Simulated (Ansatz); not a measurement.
Consider the ligand exchange at a B–C bond: `N#CCB(O)F` + `N[SiH3]` → `OB(F)N[SiH3]` + acetonitrile.

Program: Ansatz. Geometries: PBE0-D4/def2-TZVP. ΔE: electronic, gas phase. CCSD(T)/CBS is the MP2 limit (def2-TZVPP, def2-QZVPP) plus CCSD(T) − MP2 in def2-TZVPP, frozen cores. This one scheme is used for every species. DFT in def2-TZVPP. B3LYP here is the variant with VWN-RPA as its local correlation; programs differ in this. HSE06 is defined as in plane-wave codes. One conformer a species, not always the lowest.

| level | ΔE (kJ/mol) | difference from CCSD(T)/CBS |
| --- | --- | --- |
| LDA (SPW92) | -102.6 | 2.8 |
| PBE-D4 | -100.1 | 5.3 |
| revPBE-D4 | -100.0 | 5.4 |
| BLYP-D4 | -104.9 | 0.5 |
| r2SCAN-D4 | -105.9 | -0.5 |
| PBE0-D4 | -103.6 | 1.8 |
| B3LYP-D4 | -107.5 | -2.1 |
| r2SCANh-D4 | -106.6 | -1.2 |
| r2SCAN0-D4 | -107.7 | -2.3 |
| HSE06-D4 | -103.6 | 1.8 |
| BHLYP-D4 | -112.0 | -6.6 |
| CAM-B3LYP-D4 | -108.0 | -2.6 |
| ωB97X-V | -104.1 | 1.3 |
| ωB97M-V | -104.5 | 0.9 |
| B2PLYP | -106.6 | -1.2 |
| PBE-QIDH | -106.0 | -0.6 |
| PBE | -99.2 | 6.2 |
| revPBE | -97.5 | 7.9 |
| BLYP | -102.8 | 2.6 |
| r2SCAN | -105.7 | -0.3 |
| PBE0 | -102.7 | 2.7 |
| B3LYP | -105.9 | -0.5 |
| r2SCANh | -106.4 | -1.0 |
| r2SCAN0 | -107.5 | -2.1 |
| HSE06 | -102.8 | 2.6 |
| CAM-B3LYP | -107.1 | -1.7 |
| RPA@PBE/def2-TZVPP | -103.8 | 1.6 |
| HF/def2-SVP | -120.2 | -14.8 |
| MP2/def2-SVP | -114.1 | -8.7 |
| CCSD/def2-SVP | -114.7 | -9.3 |
| CCSD(T)/def2-SVP | -113.8 | -8.4 |
| HF/def2-TZVPP | -114.7 | -9.3 |
| MP2/def2-TZVPP | -106.5 | -1.1 |
| SCS-MP2/def2-TZVPP | -107.4 | -2.0 |
| CCSD/def2-TZVPP | -107.2 | -1.8 |
| CCSD(T)/def2-TZVPP | -106.1 | -0.7 |
| HF/def2-QZVPP | -114.6 | -9.2 |
| MP2/def2-QZVPP | -106.0 | -0.6 |
| HF/CBS(def2) | -114.6 | -9.2 |
| MP2/CBS(def2) | -105.8 | -0.4 |
| CCSD(T)/CBS | -105.4 | 0 |

Largest T1 diagnostic among the species: 0.013.

At CCSD(T), def2-SVP lies −8.4 kJ/mol from the extrapolated value and def2-TZVPP −0.7 kJ/mol. From PBE to PBE0 (25 % exact exchange), in def2-TZVPP and without D4, ΔE moves by −3.6 kJ/mol.

CCSD(T)/CBS has its own doubt, a few kJ/mol and more with outer-core shells, so smaller differences from it don't rank the levels.
